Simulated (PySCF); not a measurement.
## CH8ClO2Si3: g tensor and hyperfine couplings

Species: CH8ClO2Si3 (doublet state).
Geometry (GFN2-xTB, Å), atoms numbered from 1 in this order:
```
atom  x, y, z in Å
Si1    1.3755   -1.7233    1.5129
O2     0.4539   -1.3133    0.2453
Si3   -0.6914   -1.5590   -0.8906
O4    -0.8823   -0.2532   -1.8010
C5    -1.0772    1.1150   -1.4688
Si6    0.0494    1.7509   -0.0675
Cl7   -0.2117    3.7587   -0.0384
H8     0.5906   -1.4579    2.7199
H9     1.6957   -3.1451    1.4012
H10    2.5485   -0.8608    1.4076
H11   -1.8852   -1.9685   -0.1587
H12   -2.1348    1.2513   -1.2109
H13   -0.9015    1.6730   -2.3950
H14   -0.3867    1.2525    1.2332
H15    1.4528    1.4876   -0.3600
```

The hyperfine couplings belong to this conformer and change with its torsions.

The species is `O([SiH]OC[SiH2]Cl)[SiH3]` [radical].

Computed with UKS B3LYP, pcH-1 on C Cl H O Si, non-relativistic, mean-field spin-orbit, GIAO in PySCF. One conformer (not necessarily the lowest) at the GFN2-xTB geometry, without solvent, vibrations or thermal averaging. The geometry wasn't refined by DFT: couplings that depend on bond lengths, twists or pyramidal angles can differ widely from those at the functional's own minimum, by a factor of two or more for some ions and for spin on atoms past the first row. Stability of the SCF solution: not tested.

```
g1, g2, g3                      : 2.00083, 2.00203, 2.00214
g_iso                           : 2.00167
Form of g                       : close to axial: the two nearest values differ by 9 % of g3 − g1
⟨S²⟩                            : 0.7513 (exact 0.7500)
α and β electrons               : 45, 44
HOMO–LUMO gap, α and β orbitals : 5.40, 5.52 eV
Total energy                    : -1522.19043 Eh
```

Isotropic coupling and dipolar principal values T1 to T3, in MHz:

```csv
atom,isotope,a_iso,of which spin–orbit,T1,T2,T3,Mulliken spin population
Si1,29Si,0.1,0.0,-1.6,0.6,1.0,0.00
O2,17O,-37.6,0.0,-24.3,11.5,12.8,0.04
Si3,29Si,-815.1,1.0,-140.0,68.2,71.8,0.82
O4,17O,-106.6,0.0,-9.1,3.7,5.4,0.00
C5,13C,27.9,0.0,-3.0,-2.9,5.9,0.02
Si6,29Si,1.2,0.0,-0.5,0.1,0.3,0.00
Cl7,35Cl,0.9,0.0,-0.3,-0.3,0.5,0.00
H8,1H,4.6,0.0,-1.2,-1.0,2.2,0.00
H9,1H,1.2,0.0,-1.6,-1.3,2.9,0.00
H10,1H,-0.6,0.0,-1.2,-1.0,2.3,0.00
H11,1H,207.0,0.0,-6.9,-0.6,7.5,0.10
H12,1H,-0.8,0.0,-2.3,-0.9,3.2,0.00
H13,1H,-1.8,0.0,-2.2,-1.2,3.4,0.00
H14,1H,-0.3,0.0,-1.1,-0.9,2.0,0.00
H15,1H,0.6,0.0,-1.0,-0.9,1.9,0.00
```

The largest Mulliken spin populations are on Si3 (+0.82) and H11 (+0.10). No atom but Si3 exceeds +0.15. The angles at Si3 add up to 331.0°, so it is pyramidal.

Axes: g1 points within 15° of the Si3–H11 bond.

Under fast tumbling the dipolar parts average out, and these isotropic splittings remain: 1 × 1H (H11, I = 1/2, 2 lines) with 7.39 mT, 3 × 1H (H8/H9/H10, I = 1/2, 4 lines) with 0.06 mT, 2 × 1H (H12/H13, I = 1/2, 3 lines) with 0.05 mT and 1 × 35Cl (Cl7, I = 3/2, 4 lines) with 0.03 mT.

Means are taken over nuclei equivalent by connectivity, which assumes that they swap fast. The three 1H nuclei of mean +1.7 MHz run from -0.6 to 4.6 MHz in the frozen geometry.

Main isotope only: 35Cl (natural samples also hold 24 % 37Cl, magnetic too, which adds its own pattern).

The 17O coupling of O4 (-106.6 MHz) shows only in satellite lines or after enrichment, since that isotope makes up about 0.038 % of natural oxygen.

The 29Si coupling of Si3 (-815.1 MHz) shows only in satellite lines or after enrichment, since that isotope makes up about 4.7 % of natural silicon.
